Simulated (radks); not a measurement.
Sm XLVII, configuration [Ne] 3s2 3p4.

Calculated with a radial shooting solver on a logarithmic mesh with Libxc functionals: non-relativistic Kohn-Sham, TPSS, spin-polarised, spherical densities, point nucleus; open shells are filled with parallel spins first (spin-orbit coupling, left out, can overturn this in heavy ions); meta-GGA in the generalised Kohn-Sham scheme; relativity is left out, which matters for an element this heavy.

Energy parts (eV):
total: -219540.53
kinetic: 219520.90
electron-nucleus: -462435.34
Hartree: 26800.60
exchange-correlation: -3426.69

Orbitals (lengths in bohr, moments of r in powers of bohr):
orbital	occ.	eigenvalue (eV)	<r^4>	<r^2>
1s up	1	-47071.67	1.615e-06	0.0008000
1s down	1	-47066.10	1.615e-06	0.0007999
2s up	1	-9830.859	0.0002572	0.01242
2s down	1	-9827.942	0.0002565	0.01241
2p up	3	-9512.932	0.0001633	0.009230
2p down	3	-9507.503	0.0001630	0.009229
3s up	1	-3917.260	0.006841	0.06874
3s down	1	-3899.390	0.006887	0.06896
3p up	3	-3795.970	0.005918	0.06277
3p down	1	-3777.891	0.005957	0.06294
3d up	0	-3607.941	0.003651	0.04713
3d down	0	-3593.632	0.003651	0.04708
4s up	0	-2077.274	0.07488	0.2344
4s down	0	-2071.669	0.07539	0.2352

The highest occupied level is 3p down at -3777.9 eV. For comparison, the ionisation energy in NIST's Atomic Spectra Database is 3873 eV (theoretical). In exact Kohn-Sham theory the highest level is minus the ionisation energy, but local and semilocal functionals leave it too shallow, through self-interaction and a potential that decays too fast; potentials with the right tail come closer.
